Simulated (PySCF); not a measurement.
Input file for PySCF: D3(BJ) and D4 dispersion corrections on CH5AlO (a complex), monomers drawn apart or pushed together.

```python
from pyscf import gto
from pyscf.dispersion import dftd3, dftd4

mol = gto.M(
    atom='''
    Al    0.15416424    0.33256906    0.90957960
    H     1.05861000    1.63455962    1.00343385
    H    -1.37151095    0.45401939    1.38497158
    H     0.49958353   -0.77486270   -0.17499274
    C     0.10695566   -1.05836634    3.77490139
    O     0.81932040   -0.76435804    2.83625892
    H    -0.96153827   -0.80708947    3.76859482
    H     0.53538721   -1.58052504    4.63821432
    ''',
    basis='def2-svp',
    charge=0, spin=0, verbose=0, max_memory=1800)
d3, d4 = {}, {}
for xc in ['hf', 'pbe', 'blyp', 'revpbe', 'tpss', 'r2scan', 'b3lyp', 'pbe0', 'bhlyp', 'camb3lyp', 'b2plyp']:
    d3[xc] = float(dftd3.DFTD3Dispersion(mol, xc=xc, version='d3bj', atm=False).get_dispersion()['energy'])
    print(f'D3(BJ) {xc:10s} {d3[xc]:14.8f} Eh')
for xc in ['hf', 'pbe', 'blyp', 'revpbe', 'tpss', 'r2scan', 'b3lyp', 'pbe0', 'bhlyp', 'camb3lyp', 'b2plyp']:
    d4[xc] = float(dftd4.DFTD4Dispersion(mol, xc={'camb3lyp': 'cam-b3lyp'}.get(xc, xc), atm=True).get_dispersion()['energy'])
    print(f'D4     {xc:10s} {d4[xc]:14.8f} Eh')
```

It printed:

```
D3(BJ) hf            -0.03161133 Eh
D3(BJ) pbe           -0.00386616 Eh
D3(BJ) blyp          -0.00835232 Eh
D3(BJ) revpbe        -0.00960848 Eh
D3(BJ) tpss          -0.00491769 Eh
D3(BJ) r2scan        -0.00109079 Eh
D3(BJ) b3lyp         -0.00686146 Eh
D3(BJ) pbe0          -0.00339517 Eh
D3(BJ) bhlyp         -0.00548910 Eh
D3(BJ) camb3lyp      -0.00314957 Eh
D3(BJ) b2plyp        -0.00326386 Eh
D4     hf            -0.01365057 Eh
D4     pbe           -0.00380862 Eh
D4     blyp          -0.00839984 Eh
D4     revpbe        -0.01190271 Eh
D4     tpss          -0.00513765 Eh
D4     r2scan        -0.00094198 Eh
D4     b3lyp         -0.00612344 Eh
D4     pbe0          -0.00320986 Eh
D4     bhlyp         -0.00460194 Eh
D4     camb3lyp      -0.00324424 Eh
D4     b2plyp        -0.00265520 Eh
```

The run finished.

Cost: roughly 0.020 core-seconds.
